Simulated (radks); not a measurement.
Problem. Species: the chromium ion Cr2+. Configuration: [Ar] 3d4 (the NIST ground configuration). Method: Dirac Kohn-Sham, PBEsol, spin-unpolarised, spherical densities, finite nucleus; open shells fill j = l - 1/2 first; Fermi nuclear charge, rms radius 3.6452 fm; computed with a radial shooting solver on a logarithmic mesh with Libxc functionals. Some entries of the table are withheld. Estimate them.

| orbital | occ. | eigenvalue (hartree) | <r> (bohr) | <1/r> (bohr^-1) |
|---|---|---|---|---|
| 1s1/2 | 2 | -216.6137 | 0.06360 | 23.86 |
| 2s1/2 | 2 | -25.26412 | (1) | 5.063 |
| 2p1/2 | 2 | (2) | 0.2581 | 5.005 |
| 2p3/2 | 4 | (3) | 0.2609 | 4.929 |
| 3s1/2 | 2 | -3.48446 | 0.8986 | 1.574 |
| 3p1/2 | 2 | -2.46031 | 0.9512 | 1.448 |
| 3p3/2 | 4 | -2.42232 | 0.9599 | 1.431 |
| 3d3/2 | 4 | (4) | 1.223 | 1.087 |
| 3d5/2 | 0 | (5) | 1.227 | 1.083 |

Solution. 
(1) 2s1/2 <r> (bohr): 0.2932
(2) 2p1/2 eigenvalue (hartree): -21.57845
(3) 2p3/2 eigenvalue (hartree): -21.26121
(4) 3d3/2 eigenvalue (hartree): -0.83913
(5) 3d5/2 eigenvalue (hartree): -0.83564
